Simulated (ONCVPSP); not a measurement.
## iron (Fe): excitation energies, all-electron against ONCV

```json
{
 "Element": "Fe",
 "Generator": "ONCVPSP 4.0.1",
 "Type": "optimised norm-conserving Vanderbilt (ONCV)",
 "Functional": "PBE",
 "Relativity": "scalar-relativistic",
 "Frozen core": "[Ne]",
 "Valence charge": "16",
 "Reference configuration": "3s2 3p6 3d6 4s1.75 (charge +0.25)",
 "Partial waves": "3s+4s: rc 1.45 bohr, ncon 4, nbas 7, qcut 10.3 1/bohr, 3 projectors, debl 0.8 Ha; 3p: rc 0.95 bohr, ncon 3, nbas 6, qcut 10 1/bohr, 2 projectors, debl 3.4 Ha; 3d: rc 0.95 bohr, ncon 4, nbas 8, qcut 20.1 1/bohr, 2 projectors, debl 2.3 Ha",
 "Local potential": "polynomial inside 0.75 bohr (lpopt 5, dvloc0 0 Ha)",
 "Core correction": "Teter function, fcfact 2.5, rcfact 1.3"
}
```

Energies are relative to the spin-unpolarised reference configuration 3s2 3p6 3d6 4s1.75; without spin polarisation the order of configurations can differ from experiment.

```csv
valence configuration,charge,ΔE all-electron (eV),error AE − PS (meV)
3s2 3p6 3d6 4s2,0,-1.530,+0.1
3s2 3p6 3d6 4s1,+1,7.200,-0.4
```

(1) What are ΔE and the potential's error for 3s2 3p6 3d6 4s0?

(2) What are ΔE and the potential's error for 3s2 3p6 3d7 4s1?

Levels in the configuration 3s2 3p6 3d7 4s1:

| level | all-electron (eV) | pseudo (eV) |
| --- | --- | --- |
| 3s | -89.481 | -89.454 |
| 3p | -55.645 | -55.632 |
| 3d | -3.815 | -3.815 |
| 4s | -4.255 | -4.253 |

## Answers

(1) ΔE = 23.403 eV all-electron; the error (AE − PS) is -0.6 meV.

(2) ΔE = -2.321 eV all-electron; the error (AE − PS) is +0.3 meV.
